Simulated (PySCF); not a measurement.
Molecule: SMILES N#C[SiH2][SiH2]N, singlet. Atoms near the plane z = 0.0 Å, at the GFN2-xTB optimised geometry (x, y, z in Å): Si3 (1.5, -0.5, 0.0), Si4 (-0.8, -0.5, 0.0), N5 (-1.2, 1.2, 0.0), H7 (2.2, -1.8, 0.3), H10 (-2.2, 1.4, -0.1), H11 (-0.8, 1.8, 0.6).

Computed with B3LYP/def2-TZVP (PySCF). Cells within 0.4 Å of a nucleus heavier than hydrogen are left out (blank, or x). The values are rescaled to run from 0 to 1.

```
|00000000000000000000000000000|
|00000000000000000000000000000|
|00000000000000000000000000000|
|00000000000000000000000000000|
|00000000111211000000000000000|
|00000112233332210000000000000|
|00001233445544321000000000000|
|00012345566665431111111100000|
|00013467778876532222222210000|
|00023578899987543233333221000|
|000235789xxx87543344444321000|
|0002356789xx87544455554432100|
|00013456789987655566665432100|
|00002345678877666667766542100|
|00001245677887777788776543100|
|00001234568xx97778xx976543100|
|00001235668xx97778xx976543100|
|00001235667997777789876543100|
|00001234567766666777877543100|
|00000234556665555667887643100|
|00000123455554444567787543100|
|00000012334433333456666532100|
|00000001222222222345555432000|
|00000000111111111233443321000|
|00000000000000000112222110000|
|00000000000000000001111000000|
|00000000000000000000000000000|
|00000000000000000000000000000|
|00000000000000000000000000000|
```
Scale: ten equal steps from 0.000 (start of '0') to 1.00 (end of '9'), in the order '0123456789'; x runs from -4.50 to 4.50, y from -4.50 (bottom) to 4.50 (top).

**Question.** Which quantity is mapped?
A. electrostatic potential
B. log10 of the electron density
C. Laplacian of the electron density
D. electron localisation function

**Answer.** B, log10 of the electron density. In full: log10 of the electron density (e/bohr³), floored at −4.
